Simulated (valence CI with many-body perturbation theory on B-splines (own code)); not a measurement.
**Er¹⁷⁺: E2, M1 decay**

Method: valence CI with perturbative core correlation (CI+MBPT): five valence electrons over a frozen Dirac-Fock core [Kr] 4d10, a basis of 7 s, 7 p, 7 d, 7 f, 4 g, 2 h functions for each j, with the one-electron correlation potential Σ1, the two-electron term Σ2, the three-electron term Σ3, Breit, model QED; selected CI, second order for the rest, scaled by the run's own slope (own B-spline code, finite nucleus).

No measured levels were compared; by estimate terms of the open shell hold to a few per cent of their energy, and close levels can change places. Among the levels kept, up to 1100 cm⁻¹ of a level comes from second order outside the variational space, and about a tenth of that is noise between levels of different J, which matters for small intervals.

Lines 1 to 50 of 120 in falling wavelength, among levels below 182820 cm⁻¹, chosen from the decays that carry over 1 % of a level's rate. Wavelengths and rates use the calculated energies, so an error of 2000 cm⁻¹ moves a line at 28100 Å by 56 % and its rate by three times that or more. Electric multipoles are in the length gauge, E1 and E2 with the static RPA response of the core. Weak lines are less certain than strong ones. Lines between different terms over intervals too small for the method are left out, as are lines whose strength nearly cancels. Where a level lies close to another of its J and parity, the split of strength between their lines is uncertain. Intervals below about 2000 cm⁻¹, as at the head of this list, are uncertain by tens of per cent.

Names give the largest LS component (configuration and term), which can be under half, so a name can repeat, a term be missing and a line seem to break the LS rules; names also repeat where a configuration has a term twice. Letters in brackets count levels of one name in rising energy.

```tsv
λ vac (Å)	Upper	Lower	Type	A (s⁻¹)	Branch %
98790	4f⁵ ⁶F°_5/2	4f⁵ ⁶F°_3/2	M1	8.80e-02	2.4
34450	4f⁵ ⁴K°_13/2 [b]	4f⁵ ⁴K°_11/2 [a]	M1	7.38e-01	2.4
33060	4f⁵ ⁶F°_7/2	4f⁵ ⁶F°_5/2	M1	2.13e+00	54.1
31480	4f⁵ ⁴M°_21/2	4f⁵ ⁴M°_19/2	M1	8.69e-01	100.0
30660	4f⁵ ⁴L°_17/2	4f⁵ ⁴L°_15/2	M1	7.42e-01	4.2
28100	4f⁵ ⁴F°_3/2 [a]	4f⁵ ⁴G°_5/2 [a]	M1	9.95e-01	1.2
27750	4f⁵ ⁶H°_15/2	4f⁵ ⁶H°_13/2	M1	1.99e+00	100.0
26900	4f⁵ ⁶H°_7/2	4f⁵ ⁶H°_5/2	M1	4.18e+00	100.0
26010	4f⁵ ⁶H°_13/2	4f⁵ ⁶H°_11/2	M1	4.34e+00	100.0
25790	4f⁵ ⁶F°_9/2	4f⁵ ⁶F°_7/2	M1	3.50e+00	84.1
25380	4f⁵ ⁶H°_9/2	4f⁵ ⁶H°_7/2	M1	6.33e+00	100.0
25340	4f⁵ ⁶H°_11/2	4f⁵ ⁶H°_9/2	M1	6.04e+00	100.0
25060	4f⁵ ⁴K°_13/2 [a]	4f⁵ ⁴M°_15/2	M1	5.80e-01	1.1
23960	4f⁵ ⁶F°_11/2	4f⁵ ⁶F°_9/2	M1	2.49e+00	93.3
21640	4f⁵ ⁴M°_19/2	4f⁵ ⁴M°_17/2	M1	4.00e+00	100.0
21140	4f⁵ ⁴L°_15/2	4f⁵ ⁴I°_15/2 [a]	M1	5.60e-01	1.2
18860	4f⁵ ⁴I°_15/2 [a]	4f⁵ ⁴K°_13/2 [a]	M1	3.80e+00	4.9
18100	4f⁵ ⁶P°_3/2	4f⁵ ⁴P°_5/2 [a]	M1	3.37e+00	10.7
17260	4f⁵ ⁴G°_11/2 [a]	4f⁵ ⁴G°_9/2 [a]	M1	4.40e+00	16.6
17230	4f⁵ ⁴F°_7/2 [a]	4f⁵ ⁴F°_5/2 [a]	M1	2.07e+00	1.6
15910	4f⁵ ⁴L°_17/2	4f⁵ ⁴M°_19/2	M1	2.06e-01	1.2
15680	4f⁵ ⁴M°_17/2	4f⁵ ⁴M°_15/2	M1	8.60e+00	89.7
14020	4f⁵ ⁴G°_7/2 [a]	4f⁵ ⁴G°_5/2 [a]	M1	1.39e+01	10.3
13840	4f⁵ ⁴G°_9/2 [a]	4f⁵ ⁴G°_7/2 [a]	M1	1.37e+01	16.8
13090	4f⁵ ⁴L°_15/2	4f⁵ ⁴M°_17/2	M1	2.06e+00	4.5
12510	4f⁵ ⁴L°_17/2	4f⁵ ⁴I°_15/2 [a]	M1	8.54e+00	48.0
11980	4f⁵ ⁴P°_5/2 [a]	4f⁵ ⁴F°_3/2 [a]	M1	3.15e+00	2.7
11530	4f⁵ ⁴F°_7/2 [a]	4f⁵ ⁴P°_5/2 [a]	M1	1.20e+01	9.2
11240	4f⁵ ⁴L°_13/2	4f⁵ ⁴K°_13/2 [a]	M1	1.39e+01	17.8
11000	4f⁵ ⁴L°_13/2	4f⁵ ⁴I°_11/2 [a]	M1	1.19e+01	15.2
10760	4f⁵ ⁴I°_15/2 [a]	4f⁵ ⁴M°_15/2	M1	1.64e+01	21.4
9969	4f⁵ ⁴L°_15/2	4f⁵ ⁴K°_13/2 [a]	M1	4.85e+00	10.5
9435	4f⁵ ⁴K°_11/2 [a]	4f⁵ ⁴I°_11/2 [a]	M1	1.06e+01	14.2
9302	4f⁵ ⁶F°_9/2	4f⁵ ⁶H°_11/2	M1	2.11e-01	5.1
9244	4f⁵ ⁶F°_7/2	4f⁵ ⁶H°_9/2	M1	3.04e-01	7.7
9171	4f⁵ ⁴L°_17/2	4f⁵ ⁴M°_17/2	M1	6.11e+00	34.3
9026	4f⁵ ⁶F°_11/2	4f⁵ ⁶H°_13/2	M1	9.37e-02	3.5
8917	4f⁵ ⁴F°_5/2 [a]	4f⁵ ⁴F°_3/2 [a]	M1	3.34e+01	37.4
8829	4f⁵ ⁴K°_11/2 [a]	4f⁵ ⁴I°_9/2 [a]	M1	2.58e+01	34.6
8522	4f⁵ ⁶F°_5/2	4f⁵ ⁶H°_7/2	M1	1.38e-01	3.7
8401	4f⁵ ⁴P°_5/2 [a]	4f⁵ ⁴G°_5/2 [a]	M1	2.44e+01	20.7
8357	4f⁵ ⁴G°_11/2 [a]	4f⁵ ⁴K°_13/2 [a]	M1	5.40e-01	2.0
8221	4f⁵ ⁴G°_11/2 [a]	4f⁵ ⁴I°_11/2 [a]	M1	2.91e+00	11.0
7437	4f⁵ ⁴F°_7/2 [a]	4f⁵ ⁴G°_7/2 [a]	M1	1.90e+01	14.7
7407	4f⁵ ⁴K°_13/2 [b]	4f⁵ ⁴I°_11/2 [a]	M1	3.34e+00	11.0
7250	4f⁵ ²P°_1/2 [a]	4f⁵ ⁴F°_3/2 [a]	M1	2.62e+00	2.4
7218	4f⁵ ⁴G°_5/2 [a]	4f⁵ ⁶F°_7/2	M1	5.84e+00	3.6
7209	4f⁵ ⁶P°_3/2	4f⁵ ⁴F°_3/2 [a]	M1	2.73e+00	8.7
7132	4f⁵ ⁴L°_15/2	4f⁵ ⁴M°_15/2	M1	2.81e+00	6.1
7076	4f⁵ ⁶F°_1/2	4f⁵ ⁶H°_5/2	E2	1.34e-03	100.0
```
